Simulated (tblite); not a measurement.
Start geometry of `CO/C(F)=[C]\OC(F)(F)F` [radical] from a force field or distance geometry (Å):
```
atom  x, y, z in Å
C1    -2.403    0.221    0.697
O2    -1.032   -0.044    0.509
C3    -0.553    0.526   -0.633
F4    -1.351    1.258   -1.468
C5     0.693    0.347   -0.899
O6     1.981    0.152   -1.171
C7     2.588   -0.631   -0.157
F8     2.515   -0.013    1.050
F9     2.008   -1.853   -0.072
F10    3.889   -0.812   -0.449
H11   -2.738   -0.257    1.625
H12   -3.006   -0.197   -0.123
H13   -2.595    1.303    0.800
```

Problem. What comes out of this run: GFN2-xTB geometry optimisation, gas phase in tblite?

Solution. 
```
atom  x, y, z in Å
C1    -2.1086    0.0126    0.6613
O2    -0.7347   -0.0038    0.3044
C3    -0.3257    0.7539   -0.7144
F4    -1.1789    1.7259   -1.0722
C5     0.6944    0.4686   -1.5351
O6     1.7666   -0.3024   -1.3132
C7     2.1829   -0.5792   -0.0648
F8     2.0877    0.4523    0.7755
F9     1.5033   -1.5895    0.4894
F10    3.4568   -0.9476   -0.1058
H11   -2.1949   -0.6616    1.5101
H12   -2.7262   -0.3484   -0.1647
H13   -2.4272    1.0196    0.9402
```

The energy falls by 18.9 kcal/mol over 82 L-BFGS steps, the largest force on an atom goes from 2.15 to 0.010 eV/Å, and the atoms move by 0.539 Å rms after alignment. The bond that changes most is O6–C7 (ends: oxygen bonded to 2 C; carbon bonded to 3 F and O), which shortens by 0.073 Å. Bonds longer at the end by more than 0.005 Å: 3 of 12; shorter: 9. Among the angles that change most is C3–C5–O6, from 179.5° to 129.1°. Among the dihedrals that turn most is C1–O2–C3–C5, from 180° to -149°. Rotational constants go from 2893, 676.1, 612.0 to 2706, 866.9, 755.2 MHz. The orientation of the end geometry is arbitrary; only internal coordinates are fixed.

Its GFN2-xTB frequencies are all real (lowest 50 cm⁻¹).

One conformer stands for the species.

These are computed values.
